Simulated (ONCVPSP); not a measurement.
Before and after: ONCV potential for tin

* Element: tin
* Generator: ONCVPSP 4.0.1
* Type: optimised norm-conserving Vanderbilt (ONCV)
* Functional: PBE
* Relativity: fully relativistic
* Frozen core: [Ar] 3d10
* Valence charge: 22
* Reference configuration: 4s2 4p6 4d10 5s2 5p2
* Partial waves: 4s+5s: rc 1.30 bohr, ncon 4, nbas 9, qcut 7.3 1/bohr, 2 projectors; 4p+5p: rc 1.30 bohr, ncon 4, nbas 7, qcut 13 1/bohr, 2 projectors; 4d: rc 1.45 bohr, ncon 3, nbas 8, qcut 8.5 1/bohr, 2 projectors, debl 0.5 Ha
* Local potential: polynomial inside 1.15 bohr (lpopt 5, dvloc0 0 Ha)
* Core correction: Teter function, fcfact 2.5, rcfact 1.35

Open shells are filled in proportion to 2j + 1.

In the d channel the program set the typed energies aside and used -0.934, 0.250 Ha (j = l + 1/2; the other j can differ).

All-electron outer shells of the reference configuration (PBE, scalar-relativistic, ld1.x):

| shell | level (eV) | outermost node (bohr) | outermost maximum (bohr) |
| --- | --- | --- | --- |
| 3p | -698.81 | 0.14 | 0.30 |
| 3d | -473.43 | – | 0.25 |
| 4s | -133.93 | 0.40 | 0.74 |
| 4p | -89.70 | 0.41 | 0.79 |
| 4d | -25.84 | 0.39 | 0.88 |
| 5s | -10.55 | 0.98 | 2.01 |
| 5p | -3.69 | 1.09 | 2.55 |

Change: all radii but the core radius scaled by about 1.06 (s 1.38, p 1.38, d 1.54 bohr); local potential polynomial inside 1.22 bohr (lpopt 5, dvloc0 0 Ha).

Cutoffs: the cutoffs (Ha) at which the residual kinetic energy of the hardest occupied pseudo-wave falls to 1 and 0.1 mHa per electron; they do not see the model core or the augmentation charge, which bear on the density cutoff. Errors are all-electron minus pseudo energies relative to the spin-unpolarised reference configuration.

Task: What does the change do?

Result: The potential gets softer (49 Ha and 114 Ha → 49 Ha and 60 Ha); of the 4 tests that both files solve, the error grows in 2 and shrinks in 2 by more than 15 % and 0.3 meV (median size 1.3 → 1.9 meV); neither file shows a bound ghost. A larger radius leaves more room for a smooth pseudo-wave, so fewer plane waves are needed.

| quantity | base | changed |
| --- | --- | --- |
| cutoff, loose | 49 Ha | 49 Ha |
| cutoff, tight | 114 Ha | 60 Ha |
| loose cutoff by channel | s 25 Ha, p 49 Ha, d 32 Ha | s 22 Ha, p 49 Ha, d 31 Ha |
| bound ghosts | none | none |
| GHOST(+) flags under 300 eV | none | none |
| error for 4s2 4p6 4d10 5s2 5p1, meV [ΔE 6.89 eV] | +0.4 | +0.1 |
| error for 4s2 4p6 4d10 5s2 5p0, meV [ΔE 20.86 eV] | +1.1 | +0.4 |
| error for 4s2 4p6 4d10 5s1 5p0, meV [ΔE 51.83 eV] | -1.5 | -3.4 |
| error for 4s2 4p6 4d9 5s2 5p2, meV [ΔE 32.67 eV] | +24 | +35 |
| rms error of d²Exc/dni dnj with the model core, mHa | 4.33 | 4.34 |
